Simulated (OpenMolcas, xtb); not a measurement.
## BHSClF (SMILES FB(S)Cl): the dipole moment, rung by rung

The species is BHSClF (5 atoms), meant as a singlet with charge 0. As SMILES, `FB(S)Cl`. The shape is that of a PBE0-D4/def2-TZVP optimisation. This is one conformer, not always the lowest.

```xyz
5

F    -0.5300   -1.1665    0.7149
B    -0.4251   -0.1510   -0.1196
S     1.0596    0.8510   -0.2110
Cl   -1.7763    0.2244   -1.1650
H     1.7217    0.1685    0.7392
```

Quantity: the dipole moment, in D. The values are calculated.

```csv
level,kind,program,value (D),CPU time
GFN2-xTB,semi-empirical,xtb,1.50,under 2 s
GFN0-xTB,semi-empirical,xtb,1.56,under 2 s
GFN1-xTB,semi-empirical,xtb,1.87,under 2 s
HF/ANO-R0 (sfX2C),Hartree–Fock,OpenMolcas,1.32,2.6 s
HF/STO-3G,Hartree–Fock,OpenMolcas,2.44,2.2 s
HF/3-21G,Hartree–Fock,OpenMolcas,1.97,2.3 s
HF/def2-SVP,Hartree–Fock,OpenMolcas,1.27,4.6 s
HF/def2-SVPD,Hartree–Fock,OpenMolcas,1.24,12 s
HF/def2-TZVP,Hartree–Fock,OpenMolcas,1.21,40 s
BLYP/def2-SVP,GGA,OpenMolcas,1.14,10 s
```

The values span 1.14 to 2.44 D. Sets without polarisation functions give poor dipoles. Without the sets that lack polarisation functions the rows with a basis span only 1.14 to 1.27 D. Times are those of the runs behind each value, whatever else they computed, on shared processors of several kinds: orders of magnitude only.
